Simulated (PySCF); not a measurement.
PySCF input file for CH₆Cl₂OSi₂, SMILES C[Si](Cl)(Cl)[SiH2]O, TDDFT-PBE/def2-SVPD. Coordinates come from a PBE0-D3(BJ)/def2-SVP optimisation. This is a generated structure with no PubChem entry under its InChIKey; it may be hypothetical. Other conformers were not sampled.

```python
import numpy as np
from pyscf import gto, scf, dft, tdscf

mol = gto.M(
    atom='''
    C     1.73820712   -1.17561210   -0.83082975
    Si    0.50170905    0.00849398   -0.10453854
    Cl    1.33572895    1.90577901   -0.05151420
    Cl    0.12139156   -0.60466409    1.86082476
    Si   -1.64718953    0.03718444   -1.02865592
    O    -2.36171009   -1.39260326   -0.53958698
    H     1.31225905   -2.19031578   -0.85783406
    H     2.65507364   -1.19181292   -0.22241931
    H     1.99965688   -0.87289789   -1.85632186
    H    -2.35939935    1.25520706   -0.53214422
    H    -1.63972246    0.03396361   -2.51746763
    H    -2.23775154   -1.59809674    0.39430451
    ''',
    basis='def2-SVPD',
    charge=0,
    spin=0,
    max_memory=1600,
    verbose=4,
)
mf = dft.RKS(mol, xc='pbe').density_fit(auxbasis='def2-universal-jkfit')
mf.grids.level = 3
mf.conv_tol = 1e-9
mf.max_cycle = 100
mf.kernel()
mf.grids = dft.Grids(mol).set(level=1).build(with_non0tab=True)  # coarser grid for the response kernel
td = tdscf.TDDFT(mf)
td.singlet = True
td.nstates = 10
td.conv_tol = 1e-4
td.positive_eig_threshold = 1e-6
td.kernel(x0=td.get_init_guess(mf, 15))
td.analyze()
tt = tdscf.TDA(mf)
tt.singlet = False
tt.nstates = 4
tt.conv_tol = 1e-4
tt.positive_eig_threshold = 1e-6
tt.kernel(x0=tt.get_init_guess(mf, 9))
tt.analyze(verbose=3)
```

It prints:

```
PySCF version 2.14.0

[INPUT] verbose = 4
[INPUT] num. atoms = 12
[INPUT] num. electrons = 82
[INPUT] charge = 0
[INPUT] spin (= nelec alpha-beta = 2S) = 0
[INPUT] symmetry False subgroup None
[INPUT] Mole.unit = angstrom
[INPUT] Symbol           X                Y                Z      unit          X                Y                Z       unit  Magmom
[INPUT]  1 C      1.738207120000  -1.175612100000  -0.830829750000 AA    3.284735404569  -2.221584897725  -1.570040683641 Bohr   0.0
[INPUT]  2 Si     0.501709050000   0.008493980000  -0.104538540000 AA    0.948092698716   0.016051295908  -0.197549210062 Bohr   0.0
[INPUT]  3 Cl     1.335728950000   1.905779010000  -0.051514200000 AA    2.524161892153   3.601400382845  -0.097347729526 Bohr   0.0
[INPUT]  4 Cl     0.121391560000  -0.604664090000   1.860824760000 AA    0.229396802234  -1.142649527459   3.516449162210 Bohr   0.0
[INPUT]  5 Si    -1.647189530000   0.037184440000  -1.028655920000 AA   -3.112737086951   0.070268407695  -1.943877965213 Bohr   0.0
[INPUT]  6 O     -2.361710090000  -1.392603260000  -0.539586980000 AA   -4.462985255722  -2.631638761576  -1.019671612581 Bohr   0.0
[INPUT]  7 H      1.312259050000  -2.190315780000  -0.857834060000 AA    2.479810208982  -4.139096950513  -1.621071433724 Bohr   0.0
[INPUT]  8 H      2.655073640000  -1.191812920000  -0.222419310000 AA    5.017362020152  -2.252200010518  -0.420311580715 Bohr   0.0
[INPUT]  9 H      1.999656880000  -0.872897890000  -1.856321860000 AA    3.778803846302  -1.649537946811  -3.507939914443 Bohr   0.0
[INPUT] 10 H     -2.359399350000   1.255207060000  -0.532144220000 AA   -4.458618589977   2.371997573021  -1.005606834570 Bohr   0.0
[INPUT] 11 H     -1.639722460000   0.033963610000  -2.517467630000 AA   -3.098626369698   0.064181921102  -4.757324348158 Bohr   0.0
[INPUT] 12 H     -2.237751540000  -1.598096740000   0.394304510000 AA   -4.228737545424  -3.019965159160   0.745127533581 Bohr   0.0

nuclear repulsion = 533.446605426553
number of shells = 83
number of NR pGTOs = 297
number of NR cGTOs = 193
basis = def2-SVPD
ecp = {}


[settings echo left out]
init E= -1615.35584223207
  HOMO = -0.290747554558297  LUMO = -0.0887350596262735  gap/eV = 5.49704
cycle= 1 E= -1614.96803425361  delta_E= 0.388  |g|= 0.882  |ddm|= 4.52
  HOMO = -0.126472356273898  LUMO = -0.0558151264692461  gap/eV = 1.92268
cycle= 2 E= -1614.05795519897  delta_E= 0.91  |g|= 2.19  |ddm|= 2.93
  HOMO = -0.234483767029283  LUMO = -0.0581679049585513  gap/eV = 4.79780
cycle= 3 E= -1615.11198627281  delta_E= -1.05  |g|= 0.285  |ddm|= 2.34
  HOMO = -0.246443291398293  LUMO = -0.0599624928169922  gap/eV = 5.07440
cycle= 4 E= -1615.13126014423  delta_E= -0.0193  |g|= 0.12  |ddm|= 0.512
  HOMO = -0.249944523621602  LUMO = -0.0640146444099381  gap/eV = 5.05941
cycle= 5 E= -1615.13447503921  delta_E= -0.00321  |g|= 0.0333  |ddm|= 0.158
  HOMO = -0.246965313976142  LUMO = -0.0610599341068405  gap/eV = 5.05874
cycle= 6 E= -1615.13482649575  delta_E= -0.000351  |g|= 0.00794  |ddm|= 0.0619
  HOMO = -0.247148010012314  LUMO = -0.0611636555400623  gap/eV = 5.06089
cycle= 7 E= -1615.13484312697  delta_E= -1.66e-05  |g|= 0.00193  |ddm|= 0.013
  HOMO = -0.247268647754608  LUMO = -0.0612908948492006  gap/eV = 5.06071
cycle= 8 E= -1615.1348441111  delta_E= -9.84e-07  |g|= 0.00066  |ddm|= 0.00384
  HOMO = -0.247234749823516  LUMO = -0.0612559991904211  gap/eV = 5.06074
cycle= 9 E= -1615.13484423298  delta_E= -1.22e-07  |g|= 0.000206  |ddm|= 0.00119
  HOMO = -0.247249583123287  LUMO = -0.0612645722518042  gap/eV = 5.06091
cycle= 10 E= -1615.13484424313  delta_E= -1.01e-08  |g|= 8.46e-05  |ddm|= 0.000427
  HOMO = -0.247248275676204  LUMO = -0.0612644730586633  gap/eV = 5.06088
cycle= 11 E= -1615.13484424528  delta_E= -2.15e-09  |g|= 1.71e-05  |ddm|= 0.000157
  HOMO = -0.247247614162642  LUMO = -0.0612639464037525  gap/eV = 5.06087
cycle= 12 E= -1615.13484424536  delta_E= -7.73e-11  |g|= 3.22e-06  |ddm|= 3.2e-05
  HOMO = -0.247247401056599  LUMO = -0.0612638653000794  gap/eV = 5.06087
Extra cycle  E= -1615.13484424536  delta_E= 2.73e-12  |g|= 4.29e-06  |ddm|= 1.3e-05
converged SCF energy = -1615.13484424536
tot grids = 50648
Overwritten attributes  positive_eig_threshold  of <class 'pyscf.tdscf.rks.CasidaTDDFT'>


******** <class 'pyscf.tdscf.rks.CasidaTDDFT'> for <class 'pyscf.df.df_jk.DFRKS'> ********
nstates = 10 singlet
deg_eia_thresh = 1.000e-03
wfnsym = None
conv_tol = 0.0001
eigh lindep = 1e-12
eigh level_shift = 0
eigh max_cycle = 100


Excitation energies (eV)
[5.28786475 5.76526561 6.19288069 6.31566757 6.34127032 6.58694119
 6.63091238 6.65212651 6.88096618 6.92425458]

** Singlet excitation energies and oscillator strengths **
Excited State   1:      5.28786 eV    234.47 nm  f=0.0140
      41 -> 42       -0.69890
Excited State   2:      5.76527 eV    215.05 nm  f=0.0200
      41 -> 43       -0.69290
Excited State   3:      6.19288 eV    200.20 nm  f=0.0047
      40 -> 42        0.69854
Excited State   4:      6.31567 eV    196.31 nm  f=0.0467
      38 -> 42        0.11199
      39 -> 42        0.12796
      41 -> 44       -0.65830
      41 -> 45       -0.16574
Excited State   5:      6.34127 eV    195.52 nm  f=0.0115
      39 -> 42        0.68050
      41 -> 44        0.12884
Excited State   6:      6.58694 eV    188.23 nm  f=0.0199
      37 -> 42        0.18865
      38 -> 42        0.64508
      41 -> 45        0.15187
Excited State   7:      6.63091 eV    186.98 nm  f=0.0037
      37 -> 42        0.55691
      38 -> 42       -0.15682
      39 -> 43        0.13714
      40 -> 43       -0.36223
Excited State   8:      6.65213 eV    186.38 nm  f=0.0056
      37 -> 42        0.30959
      38 -> 42       -0.12549
      40 -> 43        0.56415
      41 -> 45        0.22380
Excited State   9:      6.88097 eV    180.18 nm  f=0.1010
      39 -> 43        0.31470
      40 -> 43        0.17842
      41 -> 44        0.13469
      41 -> 45       -0.49361
      41 -> 46        0.18369
      41 -> 47       -0.16488
Excited State  10:      6.92425 eV    179.06 nm  f=0.0452
      36 -> 42       -0.15809
      37 -> 42        0.12445
      39 -> 43       -0.50552
      41 -> 45       -0.30625
      41 -> 46       -0.24004
      41 -> 47       -0.15253

** Transition electric dipole moments (AU) **
state          X           Y           Z        Dip. S.      Osc.
  1         0.0782      0.2401     -0.2110      0.1083      0.0140
  2         0.1198      0.1977      0.2967      0.1415      0.0200
  3         0.1501     -0.0477      0.0786      0.0310      0.0047
  4         0.5301     -0.1433      0.0034      0.3015      0.0467
  5        -0.0310      0.2308      0.1408      0.0741      0.0115
  6        -0.3275     -0.1277      0.0048      0.1236      0.0199
  7        -0.0145      0.0088     -0.1502      0.0229      0.0037
  8        -0.0061      0.0217     -0.1841      0.0344      0.0056
  9        -0.7658      0.0488     -0.1025      0.5993      0.1010
 10        -0.2721      0.2787     -0.3387      0.2665      0.0452

** Transition velocity dipole moments (imaginary part, AU) **
state          X           Y           Z        Dip. S.      Osc.
  1         0.0117      0.0506     -0.0432      0.0046      0.0157
  2         0.0235      0.0446      0.0660      0.0069      0.0217
  3         0.0301     -0.0109      0.0203      0.0014      0.0042
  4         0.1272     -0.0363     -0.0012      0.0175      0.0503
  5        -0.0072      0.0538      0.0305      0.0039      0.0111
  6        -0.0759     -0.0336      0.0073      0.0069      0.0191
  7         0.0008      0.0045     -0.0378      0.0014      0.0040
  8         0.0026      0.0057     -0.0446      0.0020      0.0055
  9        -0.1981      0.0126     -0.0268      0.0401      0.1058
 10        -0.0719      0.0734     -0.0870      0.0181      0.0475

** Transition magnetic dipole moments (imaginary part, AU) **
state          X           Y           Z
  1        -0.1260      0.1528     -0.1640
  2        -0.3093     -0.3713      0.1313
  3        -0.5194     -0.0433     -0.6951
  4         0.0495      0.2452      0.4858
  5         0.0963     -0.1668      0.0911
  6         0.1735      0.1228     -0.0774
  7        -0.1321      0.0167      0.1692
  8        -0.1032      0.3657     -0.3824
  9         0.0565     -0.0912     -0.0294
 10         0.0902     -0.3244     -0.2564
Overwritten attributes  positive_eig_threshold  of <class 'pyscf.tdscf.rks.TDA'>


******** <class 'pyscf.tdscf.rks.TDA'> for <class 'pyscf.df.df_jk.DFRKS'> ********
nstates = 4 triplet
deg_eia_thresh = 1.000e-03
wfnsym = None
conv_tol = 0.0001
eigh lindep = 1e-12
eigh level_shift = 0
eigh max_cycle = 100


Excitation energies (eV)
[4.76701017 5.20919528 5.95777321 6.03817488]

** Triplet excitation energies and oscillator strengths **
Excited State   1:      4.76701 eV    260.09 nm  f=0.0000
Excited State   2:      5.20920 eV    238.01 nm  f=0.0000
Excited State   3:      5.95777 eV    208.10 nm  f=0.0000
Excited State   4:      6.03817 eV    205.33 nm  f=0.0000
```

The calculation finished and met its thresholds.

Cost: very roughly 90 core-seconds.
